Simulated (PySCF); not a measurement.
**Computed vibrations of TlF3(NH3)**

TlF3(NH3) (singlet). PySCF 2.14.0, RKS PBE0, Tl def2-SVP with ECP60, F def2-SVP, N def2-SVP, H def2-SVP; non-relativistic Hamiltonian with scalar-relativistic core potentials where named; density fitting; no spin-orbit coupling. Central differences of gradients.

```xyz
8

Tl    0.0633   -0.0633    0.0633
F     0.9179    1.4717    1.0902
F    -1.4717   -1.0902    0.9179
F     1.0902   -0.9179   -1.4717
N    -1.3245    1.3245   -1.3245
H    -1.5395    2.2025   -0.8512
H    -0.8512    1.5395   -2.2025
H    -2.2025    0.8512   -1.5395
```

Run from Python with OMP_NUM_THREADS=2. Where DIIS fails, smearing, a level shift and second-order steps follow.
It took 58 s on 2 threads of Arm Neoverse V1 (shared host).

Problem. What are the harmonic wavenumbers and infrared intensities?

Solution. Modes are labelled in C3; negative numbers are unstable modes, those under 60 cm⁻¹ near the noise; a finer grid moves soft modes by up to 10 cm⁻¹.
```json
{"cm⁻¹": "54", "km/mol": "6.2", "symmetry": "e"}
{"cm⁻¹": "54", "km/mol": "6.2", "symmetry": "e"}
{"cm⁻¹": "81", "km/mol": "19.9", "symmetry": "e"}
{"cm⁻¹": "81", "km/mol": "19.9", "symmetry": "e"}
{"cm⁻¹": "94", "km/mol": "1.8", "symmetry": "a"}
{"cm⁻¹": "146", "km/mol": "49.5", "symmetry": "a"}
{"cm⁻¹": "308", "km/mol": "8.5", "symmetry": "a"}
{"cm⁻¹": "548", "km/mol": "5.6", "symmetry": "a"}
{"cm⁻¹": "555", "km/mol": "8.8", "symmetry": "e"}
{"cm⁻¹": "555", "km/mol": "8.8", "symmetry": "e"}
{"cm⁻¹": "571", "km/mol": "104.0", "symmetry": "e"}
{"cm⁻¹": "571", "km/mol": "104.0", "symmetry": "e"}
{"cm⁻¹": "1150", "km/mol": "129.9", "symmetry": "a"}
{"cm⁻¹": "1620", "km/mol": "26.3", "symmetry": "e"}
{"cm⁻¹": "1620", "km/mol": "26.3", "symmetry": "e"}
{"cm⁻¹": "3502", "km/mol": "32.6", "symmetry": "a"}
{"cm⁻¹": "3640", "km/mol": "64.7", "symmetry": "e"}
{"cm⁻¹": "3640", "km/mol": "64.7", "symmetry": "e"}
```

Problem. Is this a minimum?

Solution. Yes, within the noise of the softest modes. Ideal gas at 298.15 K and 1 bar: S = 401.0 J/(mol K), Cp = 114.1 J/(mol K), H − H(0 K) = 25.5 kJ/mol (rigid rotor, harmonic modes, spin degeneracy alone; the modes under 60 cm⁻¹ make these uncertain).
